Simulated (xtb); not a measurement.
A run for xtb: GFN2-xTB on NaN-, 2S+1 = 4, a spin state set in the input, which need not be the lowest, a point of a bond scan (R = 2.165 Å). Charge -1.

```
$ xtb mol.xyz --gfn 2 --sp --chrg -1 --uhf 3
2

N      0.00000000     0.00000000     0.00000000
Na     0.00000000     0.00000000     2.16529800
```

Output:

```
[...]
           -------------------------------------------------
          |                Calculation Setup                |
           -------------------------------------------------



           -------------------------------------------------
          |                 G F N 2 - x T B                 |
           -------------------------------------------------

        Reference                      10.1021/acs.jctc.8b01176
      * Hamiltonian:
        H0-scaling (s, p, d)           1.850000    2.230000    2.230000
        zeta-weighting                 0.500000
      * Dispersion:
        s8                             2.700000
        a1                             0.520000
        a2                             5.000000
        s9                             5.000000
      * Repulsion:
        kExp                           1.500000    1.000000
        rExp                           1.000000
      * Coulomb:
        alpha                          2.000000
        third order                    shell-resolved
        anisotropic                    true
        a3                             3.000000
        a5                             4.000000
        cn-shift                       1.200000
        cn-exp                         4.000000
        max-rad                        5.000000


          ...................................................
          :                      SETUP                      :
          :.................................................:
          :  # basis functions                   8          :
          :  # atomic orbitals                   8          :
          :  # shells                            4          :
          :  # electrons                         7          :
          :  max. iterations                   250          :
          :  Hamiltonian                  GFN2-xTB          :
          :  restarted?                      false          :
          :  GBSA solvation                  false          :
          :  PC potential                    false          :
          :  electronic temp.          300.0000000     K    :
          :  accuracy                    1.0000000          :
          :  -> integral cutoff          0.2500000E+02      :
          :  -> integral neglect         0.1000000E-07      :
          :  -> SCF convergence          0.1000000E-05 Eh   :
          :  -> wf. convergence          0.1000000E-03 e    :
          :  Broyden damping             0.4000000          :
          :  net charge                         -1          :
          :  unpaired electrons                  3          :
          ...................................................

 iter      E             dE          RMSdq      gap      omega  full diag
   1     -1.2578255 -0.125783E+01  0.822E+01    0.37       0.0  T
   2     -2.9762602 -0.171843E+01  0.652E+01    2.12       1.0  T
   3     -2.9894711 -0.132108E-01  0.389E+01    2.15       1.0  T
   4     -2.9877415  0.172956E-02  0.197E+01    2.42       1.0  T
   5     -3.0008486 -0.131071E-01  0.177E+01    2.43       1.0  T
   6     -3.0026959 -0.184730E-02  0.139E+01    2.44       1.0  T
   7     -3.0057879 -0.309206E-02  0.288E+00    2.30       1.0  T
   8     -3.0070878 -0.129984E-02  0.171E+00    2.29       1.0  T
   9     -3.0077232 -0.635478E-03  0.223E-01    2.27       1.0  T
  10     -3.0077409 -0.177119E-04  0.228E-01    2.27       1.0  T
  11     -3.0077482 -0.723339E-05  0.219E-02    2.27       3.2  T
  12     -3.0077476  0.623037E-06  0.448E-02    2.27       1.6  T
  13     -3.0077483 -0.711300E-06  0.545E-03    2.27      13.0  T
  14     -3.0077483 -0.852364E-08  0.193E-03    2.27      36.7  T
  15     -3.0077483 -0.859792E-10  0.135E-03    2.27      52.5  T
  16     -3.0077483 -0.713651E-10  0.505E-04    2.27     140.1  T
  17     -3.0077483 -0.400697E-10  0.303E-05    2.27    2335.8  T

   *** convergence criteria satisfied after 17 iterations ***

         #    Occupation            Energy/Eh            Energy/eV
      -------------------------------------------------------------
         1        2.0000           -0.1861887              -5.0665
         2        1.3339           -0.0247241              -0.6728
         3        1.3339           -0.0247241              -0.6728
         4        1.3321           -0.0247164              -0.6726
         5        1.0000            0.0638127               1.7364 (HOMO)
         6                          0.1473804               4.0104 (LUMO)
         7                          0.1473804               4.0104
         8                          0.3339986               9.0886
      -------------------------------------------------------------
                  HL-Gap            0.0835677 Eh            2.2740 eV
             Fermi-level            0.0401083 Eh            1.0914 eV

 SCC (total)                   0 d,  0 h,  0 min,  0.002 sec
 SCC setup                      ...        0 min,  0.000 sec (  6.561%)
 Dispersion                     ...        0 min,  0.000 sec (  1.878%)
 classical contributions        ...        0 min,  0.000 sec (  1.176%)
 integral evaluation            ...        0 min,  0.000 sec (  8.164%)
 iterations                     ...        0 min,  0.002 sec ( 69.581%)
 molecular gradient             ...        0 min,  0.000 sec (  8.933%)
 printout                       ...        0 min,  0.000 sec (  3.213%)

         :::::::::::::::::::::::::::::::::::::::::::::::::::::
         ::                     SUMMARY                     ::
         :::::::::::::::::::::::::::::::::::::::::::::::::::::
         :: total energy              -3.005759881789 Eh    ::
         :: gradient norm              0.017257380513 Eh/a0 ::
         :: HOMO-LUMO gap              2.273993532100 eV    ::
         ::.................................................::
         :: SCC energy                -3.007748270956 Eh    ::
         :: -> isotropic ES            0.197049248496 Eh    ::
         :: -> anisotropic ES         -0.005273951036 Eh    ::
         :: -> anisotropic XC          0.001269502580 Eh    ::
         :: -> dispersion             -0.000287115072 Eh    ::
         :: repulsion energy           0.001988389168 Eh    ::
         :: add. restraining           0.000000000000 Eh    ::
         :: total charge              -1.000000000000 e     ::
         :::::::::::::::::::::::::::::::::::::::::::::::::::::

           -------------------------------------------------
          |                Property Printout                |
           -------------------------------------------------

    * Orbital Energies and Occupations

         #    Occupation            Energy/Eh            Energy/eV
      -------------------------------------------------------------
         1        2.0000           -0.1861887              -5.0665
         2        1.3339           -0.0247241              -0.6728
         3        1.3339           -0.0247241              -0.6728
         4        1.3321           -0.0247164              -0.6726
         5        1.0000            0.0638127               1.7364 (HOMO)
         6                          0.1473804               4.0104 (LUMO)
         7                          0.1473804               4.0104
         8                          0.3339986               9.0886
      -------------------------------------------------------------
                  HL-Gap            0.0835677 Eh            2.2740 eV
             Fermi-level            0.0401083 Eh            1.0914 eV

     #   Z          covCN         q      C6AA      α(0)
     1   7 N        0.697    -0.800    46.208     9.970
     2  11 Na       0.697    -0.200   117.522    37.328

 Mol. C6AA /au·bohr⁶  :        257.652614
 Mol. C8AA /au·bohr⁸  :      21343.528589
Note: The following floating-point exceptions are signalling: IEEE_DENORMAL
normal termination of xtb
 Mol. α(0) /au        :         47.297809


Wiberg/Mayer (AO) data.
largest (>0.10) Wiberg bond orders for each atom

 ---------------------------------------------------------------------------
     #   Z sym  total        # sym  WBO       # sym  WBO       # sym  WBO
 ---------------------------------------------------------------------------
     1   7 N    0.332 --     2 Na   0.332
     2  11 Na   0.332 --     1 N    0.332
 ---------------------------------------------------------------------------

Topologies differ in total number of bonds
Writing topology from bond orders to xtbtopo.mol

molecular dipole:
                 x           y           z       tot (Debye)
 q only:        0.000       0.000      -0.818
   full:       -0.000       0.000      -1.903       4.838
molecular quadrupole (traceless):
                xx          xy          yy          xz          yz          zz
 q only:        1.674       0.000       1.674       0.000       0.000      -3.349
  q+dip:        6.053       0.000       6.053      -0.000       0.000     -12.107
   full:        7.073       0.000       7.073      -0.000       0.000     -14.147


           -------------------------------------------------
          | TOTAL ENERGY               -3.005759881789 Eh   |
          | GRADIENT NORM               0.017257380513 Eh/α |
          | HOMO-LUMO GAP               2.273993532100 eV   |
           -------------------------------------------------

------------------------------------------------------------------------
------------------------------------------------------------------------
 total:
 SCF:
```

The run finished.

Cost: roughly 0.06 core-seconds.
